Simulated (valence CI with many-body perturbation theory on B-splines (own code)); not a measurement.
Tc²⁺ in three bases

Calculated by valence CI with perturbative core correlation (CI+MBPT): five valence electrons over a frozen Dirac-Fock core [Kr], a basis of 7 s, 7 p, 8 d, 6 f, 4 g, 1 h functions for each j, with the one-electron correlation potential Σ1, the two-electron term Σ2, the three-electron term Σ3, Breit, model QED; selected CI, second order for the rest, scaled by the run's own slope (own B-spline code, finite nucleus).

No measured levels were compared; by estimate terms of the open shell hold to 2 to 4 % of their energy, and close levels can change places; different configurations can be misplaced against each other by 1,000 to 8,000 cm⁻¹. Among the levels kept, up to 3300 cm⁻¹ of a level comes from second order outside the variational space, and about a tenth of that is noise between levels of different J, which matters for small intervals. Only levels of the ground parity were solved; by the run's estimate the other parity begins above the list, which can be wrong where configurations are misplaced.

The reference run has the lowest level 4d5 6S_5/2 and an ionisation energy of 29.2752 eV. Its largest variational space holds 20093 state functions.

Names give the largest LS component (configuration and term), which can be under half, so a name can repeat, a term be missing and a line seem to break the LS rules; names also repeat where a configuration has a term twice.

Changed runs:
A. basis 6 s, 6 p, 5 d, 5 f, 1 g
B. basis 5 s, 5 p, 4 d, 4 f

Excitation energies of the reference run in cm⁻¹, and shifts in cm⁻¹:

| Level | Reference | A | B |
| --- | --- | --- | --- |
| 4d5 4G_5/2 | 19360 | +285 | +1368 |
| 4d5 4G_7/2 | 19530 | +280 | +1364 |
| 4d5 4G_11/2 | 19618 | +289 | +1377 |
| 4d5 4G_9/2 | 19638 | +283 | +1370 |
| 4d5 4P_5/2 | 21757 | +319 | +1148 |
| 4d5 4P_3/2 | 22036 | +318 | +1130 |
| 4d5 4P_1/2 | 22466 | +336 | +1074 |
| 4d5 4D_7/2 | 23660 | +289 | +1528 |
| 4d5 4D_1/2 | 24076 | +309 | +1438 |
| 4d5 4D_3/2 | 24482 | +298 | +1356 |
| 4d5 4D_5/2 | 24519 | +298 | +1364 |
| 4d5 2I_11/2 | 28164 | +454 | +2041 |
| Ionisation energy (eV) | 29.2752 | -0.0736 | -0.0873 |
